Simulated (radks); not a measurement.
Values are calculated unless marked as measured or tabulated.
Valence configurations of Ag I (all share [Kr]). Code: a radial shooting solver on a logarithmic mesh with Libxc functionals. Model: scalar-relativistic Kohn-Sham, PBE, spin-polarised, spherical densities, finite nucleus; open shells are filled with parallel spins first (spin-orbit coupling, left out, can overturn this in heavy ions); Fermi nuclear charge, rms radius 4.5454 fm. Energies are relative to 4d10 5s1; eigenvalues in eV for spin up.

valence	E (eV)	moment (Bohr magnetons)	e(4d)	e(5p)	e(5s)
4d10 5s1	0.000	1	-7.504	-	-4.734
4d9.5 5s1.5	1.849	1	-9.241	-	-5.196
4d9.5 5s1 5p0.5	3.537	2	-10.191	-1.768	-6.073
4d10 5s0.5 5p0.5	1.916	1	-8.510	-1.470	-5.392
4d8 5s1 5p2	18.525	5	-17.801	-3.709	-9.352
4d8 5s0.5 5p2.5	21.365	5	-18.462	-4.014	-9.733
4d9 5s2	4.093	1	-11.046	-	-5.651
4d8.5 5s1.5 5p1	11.037	3	-14.620	-2.654	-7.713
4d9 5s1 5p1	7.815	3	-12.754	-2.457	-7.247
4d10 5p1	3.911	1	-9.392	-1.891	-

NIST lists [Kr] 4d10 5s1 as the ground configuration; this level of theory agrees among the configurations tried. The energies are those of spherical high-spin densities, not of single terms.
